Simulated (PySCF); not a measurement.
I₃Sb, SMILES [I][Sb+]([I])[I], charge +1, multiplicity 2. Coordinates come from a PBE-D3(BJ)/def2-SVP optimisation. The def2 effective core potentials stand for the cores of I, Sb; spin–orbit coupling is left out.

Problem. Give the equilibrium geometry at PBE-D3(BJ)/def2-SVP (PySCF confirms it by a frequency run) as a Z-matrix, and its point group. (Estimate from the structure and the level; the computed values follow.)

Solution. point group C3v.
```
Sb
I 1 2.7112
I 1 2.7112 2 107.75
I 1 2.7112 2 107.75 3 -116.02
```
Charge +1, spin multiplicity 2.
